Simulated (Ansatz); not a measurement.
## How basis sets differ on BCl3 (boron trichloride)

The species is BCl3 (4 atoms), meant as a singlet with charge 0. As SMILES, `ClB(Cl)Cl`. The shape is that of a PBE0-D4/def2-TZVP optimisation.

Each level gives the vertical ionisation energy (to the doublet cation) (eV). The values are calculated.

```json
{"level": "MP2/def2-SV(P)", "kind": "perturbation theory", "program": "Ansatz", "value (eV)": "11.88"}
{"level": "MP2/6-311+G**", "kind": "perturbation theory", "program": "Ansatz", "value (eV)": "11.92"}
{"level": "MP2/def2-TZVP", "kind": "perturbation theory", "program": "Ansatz", "value (eV)": "12.18"}
{"level": "MP2/def2-TZVPP", "kind": "perturbation theory", "program": "Ansatz", "value (eV)": "12.19"}
```

The values span 11.88 to 12.19 eV.
